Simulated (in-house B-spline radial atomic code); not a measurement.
A fraction x of an electron is removed from 3p in neutral zinc, starting from [Ar] 3d10 4s2 and keeping the highest spin. Method: non-relativistic TPSSh, spin-polarised, spherical fractional occupations, point nucleus. Calculated with an all-electron radial atomic-structure program (B-spline basis).

Caution: exact exchange at fractional occupations of open shells leaves self-interaction of up to several eV.

```
   x  E(x) - E(0) (eV)  3p down level (eV)
   0            0.0000             -85.268
0.03            2.5644             -85.695
0.15           12.9520             -87.442
0.36           31.6483             -90.648
0.48           42.6402             -92.558
 0.5                 ?                   ?
0.59           52.9200             -94.355
0.69           62.4387             -96.024
0.78                 ?                   ?
0.96           88.9901            -100.690
   1           93.0319            -101.400
```

Question: What belongs in the row x = 0.5?

Answer: An energy change of 44.4946 eV; 3p down at -92.882 eV.

Question: What belongs in the row x = 0.78?

Answer: An energy change of 71.1495 eV; 3p down at -97.554 eV.

Question: Check Janak's theorem between x = 0.03 and 0.15.

Answer: The slope of the energy is 86.56 eV; the orbital levels give 86.57 eV (-ε of the emptying orbital, averaged over the two points).
